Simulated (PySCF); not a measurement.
Mg(Cl)(SH) (ClHMgS), SMILES [SH][Mg][Cl].

Geometry optimised at PBE-D3(BJ)/def2-TZVP. Other conformers were not sampled.

All values below come from TDA-B3LYP/def2-SVPD (PySCF 2.14.0).

Vertical excitations. The molecule is in vacuum. State labels are in the subgroup Cs.

### Question
Estimate the UV-visible absorptions. (The exact figures need the calculation; the answer reports its results.)

### Answer

| state | symmetry | energy (eV) | λ (nm) | f | main pairs |
|---|---|---|---|---|---|
| S1 | A" | 4.28 | 290 | 0.037 | HOMO→LUMO 100 % |
| S2 | A" | 5.37 | 231 | 0.000 | HOMO→LUMO+1 99 % |
| S3 | A' | 5.60 | 221 | 0.065 | HOMO−1→LUMO 59 %, HOMO→LUMO+2 38 % |
| S4 | A' | 5.69 | 218 | 0.035 | HOMO−3→LUMO 96 % |
| S5 | A" | 5.69 | 218 | 0.040 | HOMO−2→LUMO 99 % |
| S6 | A" | 6.12 | 203 | 0.012 | HOMO→LUMO+3 92 % |
| S7 | A' | 6.35 | 195 | 0.312 | HOMO→LUMO+2 46 %, HOMO−1→LUMO 28 %, HOMO−1→LUMO+1 15 % |
| S8 | A' | 6.71 | 185 | 0.112 | HOMO−1→LUMO+1 80 % |
| S9 | A" | 6.81 | 182 | 0.000 | HOMO−2→LUMO+1 99 % |
| S10 | A' | 6.88 | 180 | 0.018 | HOMO−3→LUMO+1 69 %, HOMO−4→LUMO 18 % |
| T1 | A" | 3.99 | 311 | 0 | HOMO→LUMO 98 % |
| T2 | A' | 4.99 | 249 | 0 | HOMO−1→LUMO 94 % |
| T3 | A" | 5.25 | 236 | 0 | HOMO→LUMO+1 91 % |
| T4 | A" | 5.45 | 227 | 0 | HOMO−2→LUMO 98 % |
Triplets are in the Tamm–Dancoff approximation.
